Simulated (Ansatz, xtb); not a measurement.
**Relative energy of two isomers of C3H10GeSi2**

We compare I, `CC1=[CH][GeH2][SiH2][SiH2]1`, a singlet, with II, `C#C[Si@@H]([GeH3])[SiH2]C`, a singlet. Both are isolated molecules in the gas phase, relaxed with PBE-D3(BJ)/def2-SVP; the shapes shown needn't be the lowest conformers.

I (Å):

```xyz
16

C    -2.8761   -0.5407   -0.2371
C    -1.5978    0.2216    0.0187
C    -0.8282    0.0016    1.1173
Ge    0.8429    0.9671    1.4930
Si    0.9130    2.3985   -0.4284
Si   -1.0976    1.5283   -1.2828
H    -2.8284   -1.0858   -1.2046
H    -3.7434    0.1499   -0.3174
H    -3.0911   -1.2759    0.5653
H    -1.1601   -0.7667    1.8450
H     0.7389    1.7131    2.8536
H     2.0292   -0.0329    1.5996
H     0.8392    3.8615   -0.0857
H     2.1023    2.1485   -1.3150
H    -2.1963    2.5546   -1.4165
H    -0.9501    0.8677   -2.6318
```

II (Å):

```xyz
16

C    -3.8633    0.2958    0.3702
C    -2.7564    0.6793    0.7464
C    -0.2691    1.1889   -2.1487
Ge    0.2231   -0.7486    1.7011
Si   -1.0602    1.2181    1.2152
Si   -0.1453    2.3351   -0.6463
H    -4.8427   -0.0382    0.0527
H    -1.1361    2.0891    2.4421
H     1.6599   -0.3611    2.1459
H     0.3341   -1.6247    0.4237
H    -0.4322   -1.5973    2.8222
H     1.2914    2.6850   -0.3483
H    -0.8984    3.6187   -0.8852
H     0.1114    1.6866   -3.0631
H    -1.3260    0.9005   -2.3174
H     0.3183    0.2633   -1.9840
```

Quicker runs give these differences E(II) − E(I): GFN2-xTB +29.8 kcal/mol; HF/STO-3G +29.1 kcal/mol (at GFN2-xTB geometries); r2SCAN-D4/def2-SVP +28.5 kcal/mol (at GFN2-xTB geometries).

**Question.** Estimate E(II) − E(I) at the level CCSD(T)/def2-SVP + ΔMP2/def2-TZVPP.

**Answer.** Calculated at CCSD(T)/def2-SVP + ΔMP2/def2-TZVPP: E(II) − E(I) = +21.1 kcal/mol, so structure I lies lower.

Level by level:

```tsv
level	geometry	E(II) − E(I) (kcal/mol)	departure from the last row (kcal/mol)	job, with rough time for the two
GFN2-xTB	GFN2-xTB	+29.8	+8.7	optimisation, 0.33 s
HF/STO-3G	GFN2-xTB	+29.1	+7.9	single point, 0.62 s
r2SCAN-D4/def2-SVP	GFN2-xTB	+28.5	+7.4	single point, 3.1 s
PBE-D3(BJ)/def2-SVP	PBE-D3(BJ)/def2-SVP	+28.5	+7.3	optimisation, 28 s
HF/def2-SVP	PBE-D3(BJ)/def2-SVP	+19.7	−1.5	part of the CCSD(T) run
MP2/def2-SVP	PBE-D3(BJ)/def2-SVP	+21.8	+0.7	part of the CCSD(T) run
CCSD(T)/def2-SVP	PBE-D3(BJ)/def2-SVP	+23.1	+1.9	single point
CCSD(T)/def2-SVP + ΔMP2/def2-TZVPP	PBE-D3(BJ)/def2-SVP	+21.1		single point, 71 s
```

As drawn, II has 1 C≡C, 1 C–Si, 1 Ge–H in place of 1 C–C, 1 C=C, 1 C–Ge, 1 Si–H. Structure I has a 5-membered ring, II no ring.

The levels shown agree on the order. The largest departure from CCSD(T)/def2-SVP + ΔMP2/def2-TZVPP is that of GFN2-xTB, 8.7 kcal/mol. A small imaginary or near-zero mode remains, so no thermal terms are given. The last row adds to CCSD(T) the change of the MP2 difference between the two basis sets, here −1.9 kcal/mol.

The correlated steps freeze 22 core orbitals; the filled d shell of Ge is correlated, in a basis made for valence electrons. Run with Ansatz 0.2.0, xtb 6.7.1; the last row on 4 threads of Intel(R) Xeon(R) Platinum 8488C (Sapphire Rapids) on a shared host.
